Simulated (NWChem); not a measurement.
Molecule: C4H8; SMILES C/C=C\C

```xyz
12

C      1.5935     0.0000     0.5186
C      0.6693     0.0000    -0.6675
C     -0.6693     0.0000    -0.6675
C     -1.5935     0.0000     0.5186
H      2.2509    -0.8801     0.5019
H      2.2509     0.8801     0.5019
H      1.0611     0.0000     1.4737
H      1.1696     0.0000    -1.6368
H     -1.1696     0.0000    -1.6368
H     -1.0611     0.0000     1.4737
H     -2.2509    -0.8801     0.5019
H     -2.2509     0.8801     0.5019
```
Atoms are numbered in this order, from 1.

Level: B3LYP/6-31G* (spherical d) (NWChem), optimised geometry, unscaled harmonic frequencies. B3LYP is NWChem's, with the RPA form of VWN correlation.

```json
[
 {"frequency (cm⁻¹)": "134", "IR intensity (km/mol)": "0.9"},
 {"frequency (cm⁻¹)": "156", "IR intensity (km/mol)": "0.0"},
 {"frequency (cm⁻¹)": "293", "IR intensity (km/mol)": "0.0"},
 {"frequency (cm⁻¹)": "395", "IR intensity (km/mol)": "0.0"},
 {"frequency (cm⁻¹)": "572", "IR intensity (km/mol)": "6.8"},
 {"frequency (cm⁻¹)": "701", "IR intensity (km/mol)": "32.1"},
 {"frequency (cm⁻¹)": "877", "IR intensity (km/mol)": "0.4"},
 {"frequency (cm⁻¹)": "990", "IR intensity (km/mol)": "13.5"},
 {"frequency (cm⁻¹)": "1012", "IR intensity (km/mol)": "0.0"},
 {"frequency (cm⁻¹)": "1036", "IR intensity (km/mol)": "0.8"},
 {"frequency (cm⁻¹)": "1071", "IR intensity (km/mol)": "0.0"},
 {"frequency (cm⁻¹)": "1081", "IR intensity (km/mol)": "0.9"},
 {"frequency (cm⁻¹)": "1172", "IR intensity (km/mol)": "1.2"},
 {"frequency (cm⁻¹)": "1306", "IR intensity (km/mol)": "0.0"},
 {"frequency (cm⁻¹)": "1415", "IR intensity (km/mol)": "5.1"},
 {"frequency (cm⁻¹)": "1449", "IR intensity (km/mol)": "2.6"},
 {"frequency (cm⁻¹)": "1461", "IR intensity (km/mol)": "6.4"},
 {"frequency (cm⁻¹)": "1513", "IR intensity (km/mol)": "0.0"},
 {"frequency (cm⁻¹)": "1516", "IR intensity (km/mol)": "10.0"},
 {"frequency (cm⁻¹)": "1520", "IR intensity (km/mol)": "2.5"},
 {"frequency (cm⁻¹)": "1527", "IR intensity (km/mol)": "4.9"},
 {"frequency (cm⁻¹)": "1755", "IR intensity (km/mol)": "3.1"},
 {"frequency (cm⁻¹)": "3032", "IR intensity (km/mol)": "50.1"},
 {"frequency (cm⁻¹)": "3035", "IR intensity (km/mol)": "11.9"},
 {"frequency (cm⁻¹)": "3074", "IR intensity (km/mol)": "0.0"},
 {"frequency (cm⁻¹)": "3075", "IR intensity (km/mol)": "55.7"},
 {"frequency (cm⁻¹)": "3122", "IR intensity (km/mol)": "3.8"},
 {"frequency (cm⁻¹)": "3136", "IR intensity (km/mol)": "9.6"},
 {"frequency (cm⁻¹)": "3139", "IR intensity (km/mol)": "22.1"},
 {"frequency (cm⁻¹)": "3160", "IR intensity (km/mol)": "68.4"}
]
```

| Item | Value |
|---|---|
| zero-point energy | 68.2 kcal/mol |
| thermal correction to the enthalpy at 298.15 K (with zero-point energy) | 72.2 kcal/mol |
| heat capacity Cv | 18.0 cal/(mol K) |
| entropy at 298.15 K and 1 atm (symmetry number 2) | 70.4 cal/(mol K) |
| dipole moment | 0.18 D |

Rigid rotor and harmonic oscillator.
